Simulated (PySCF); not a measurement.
Run record: geometry optimisation, `F[CH2][GeH2][Br]`.

Computed with PBE0-D3(BJ)/def2-SVP geometry optimisation, gas phase (PySCF 2.14.0). Start geometry: GFN2-xTB. The input is one job of a driver script: a line of settings, then coordinates in Å.

Command:
```bash
OMP_NUM_THREADS=1 python probes_run.py task.json out
```

Input:
```
{"job": {"xc": "PBE0", "basis": "def2-SVP", "d3": "d3bj", "grid": 1, "shake": 0.01, "kind": "geom"}, "charge": 0, "multiplicity": 1}
F     -1.766690    -0.642630     0.763420
C     -1.030250     0.276800     0.051510
Ge     0.844530    -0.361840     0.015180
Br     2.049580     1.202230    -1.167420
H     -1.455260     0.345720    -0.962530
H     -1.127060     1.257390     0.547860
H      1.038370    -1.679090    -0.692620
H      1.501910    -0.417720     1.392130
```

Output:
```
step   0  E = -4790.15847278  max force = 0.009230
step   1  E = -4790.15808396  max force = 0.009942
step   2  E = -4790.15937113  max force = 0.002309
step   3  E = -4790.15965339  max force = 0.000983
step   4  E = -4790.15971326  max force = 0.000882
step   5  E = -4790.15971703  max force = 0.000448
optimisation converged
```

Energies in Eh; «max force» is the largest Cartesian gradient component in Eh/bohr.

Task: How much energy does the optimisation release, in kcal/mol?

Result: E(step 0) − E(last step) = 0.001244 Eh, which is 0.8 kcal/mol.

Summary of the converged run: final energy -4790.15972 Eh after 5 steps; dipole 0.54 D.

Task: How long does this job take on one thread of an Arm Neoverse V1, shared host with 32 logical CPUs at a one-minute load of 49? And the peak memory of the process?

Result: About 37 s, with 0.44 GiB resident at the peak, the Python interpreter and its libraries included.
Labels such as C1 count atoms from 1, the log's own numbers from 0.
